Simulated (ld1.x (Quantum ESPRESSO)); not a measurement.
Reading a pseudo-wave (P)

Columns: radius, all-electron u(r) and pseudo u(r) of the 3p shell (level -7.62 eV) of phosphorus in the configuration [Ne] 3s2 3p2.75; LDA (PZ), scalar-relativistic, PAW scheme, ld1.x (Quantum ESPRESSO) 7.5.

```json
{"r (bohr)": "0.090", "all-electron": "0.1187", "pseudo": "-0.0063"}
{"r (bohr)": "0.180", "all-electron": "0.2542", "pseudo": "-0.0249"}
{"r (bohr)": "0.270", "all-electron": "0.3083", "pseudo": "-0.0550"}
{"r (bohr)": "0.360", "all-electron": "0.2878", "pseudo": "-0.0949"}
{"r (bohr)": "0.450", "all-electron": "0.2179", "pseudo": "-0.1430"}
{"r (bohr)": "0.540", "all-electron": "0.1208", "pseudo": "-0.1971"}
{"r (bohr)": "0.630", "all-electron": "0.0122", "pseudo": "-0.2548"}
{"r (bohr)": "0.720", "all-electron": "-0.0976", "pseudo": "-0.3139"}
{"r (bohr)": "0.810", "all-electron": "-0.2022", "pseudo": "-0.3721"}
{"r (bohr)": "0.900", "all-electron": "-0.2978", "pseudo": "-0.4278"}
{"r (bohr)": "0.990", "all-electron": "-0.3826", "pseudo": "-0.4793"}
{"r (bohr)": "1.080", "all-electron": "-0.4559", "pseudo": "-0.5255"}
{"r (bohr)": "1.170", "all-electron": "-0.5177", "pseudo": "-0.5659"}
{"r (bohr)": "1.260", "all-electron": "-0.5686", "pseudo": "-0.6001"}
{"r (bohr)": "1.350", "all-electron": "-0.6091", "pseudo": "-0.6283"}
{"r (bohr)": "1.440", "all-electron": "-0.6402", "pseudo": "-0.6506"}
{"r (bohr)": "1.530", "all-electron": "-0.6629", "pseudo": "-0.6676"}
{"r (bohr)": "1.620", "all-electron": "-0.6780", "pseudo": "-0.6796"}
{"r (bohr)": "1.710", "all-electron": "-0.6866", "pseudo": "-0.6869"}
{"r (bohr)": "1.800", "all-electron": "-0.6896", "pseudo": "-0.6896"}
{"r (bohr)": "1.890", "all-electron": "-0.6877", "pseudo": "-0.6877"}
{"r (bohr)": "1.980", "all-electron": "-0.6817", "pseudo": "-0.6817"}
{"r (bohr)": "2.070", "all-electron": "-0.6723", "pseudo": "-0.6723"}
{"r (bohr)": "2.160", "all-electron": "-0.6600", "pseudo": "-0.6600"}
{"r (bohr)": "2.250", "all-electron": "-0.6455", "pseudo": "-0.6455"}
{"r (bohr)": "2.340", "all-electron": "-0.6291", "pseudo": "-0.6291"}
```

(1) How many radial nodes do the two functions have?

(2) At about which radius was the pseudo-wave matched?

(3) Where does each function peak?

(4) Is the pseudo-wave norm-conserving?

## Answers

(1) The all-electron 3p function has n − l − 1 = 1; the pseudo-wave has 0, since the states of the same l below it are removed with the core.

(2) 1.80 bohr, where the columns begin to agree (steps of 0.09 bohr).

(3) Outermost all-electron maximum near 1.80 bohr, pseudo maximum near 1.80 bohr (to the table’s step).

(4) No, it belongs to a PAW set: the norm inside the radius is not constrained, and the difference is carried by the augmentation charge.
